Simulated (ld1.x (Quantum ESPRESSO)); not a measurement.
erbium (Er): PAW pseudisation with LDA (PZ), scalar-relativistic reference atom.

ld1.x (Quantum ESPRESSO) 7.5 input, shortened:

```
&input
   title='Er', zed=68., rel=1, dft='PZ', iswitch=3,
   config='[Xe] 4f12 5d0 6s1 6p1'
 /
 &inputp
   pseudotype=3, lpaw=.true., tm=.true., lloc=-1, rcloc=1.15,
   nlcc=.true., new_core_ps=.true., rcore=0.45,
   which_augfun='BESSEL', rmatch_augfun=0.55
 /
8
5S  1  0   2.00   0.00  2.05  2.15  0.0
6S  2  0   1.00   0.00  2.05  2.15  0.0
5P  2  1   6.00   0.00  2.20  2.45  0.0
6P  3  1   1.00   0.00  2.20  2.45  0.0
5D  3  2   0.00   0.00  2.45  2.75  0.0
5D  3  2   0.00   3.60  2.45  2.75  0.0
4F  4  3  12.00   0.00  0.55  0.65  0.0
4F  4  3   0.00   0.05  0.55  0.65  0.0
 &test
   configts(1)='4f12 5s2 5p6 5d0 6s1 6p1'
 /
```

**Question.** Does the generator finish with these settings?

**Answer.** Yes, a potential is produced and its reference levels are reproduced.

**Question.** Is the overlap operator S = 1 + Σ q|β⟩⟨β| positive definite (Bessel basis up to 400 Ry)?

**Answer.** No: its lowest eigenvalue is -0.541, in the p channel, so the generalised eigenproblem breaks down once the basis is large enough.

Its largest configuration-test error is -56 meV (4f12 5s2 5p6 5d1 6s0 6p0). Test run stopped at test 5 of 9 (negative rho).

The ghost test of this file was not conclusive. Its overlap operator is not positive definite in a basis up to 400 Ry (lowest eigenvalue s -0.01, p -0.54), so the file is unfit for use: the generalised eigenproblem breaks down once the basis is large enough, and its test numbers describe a broken file.
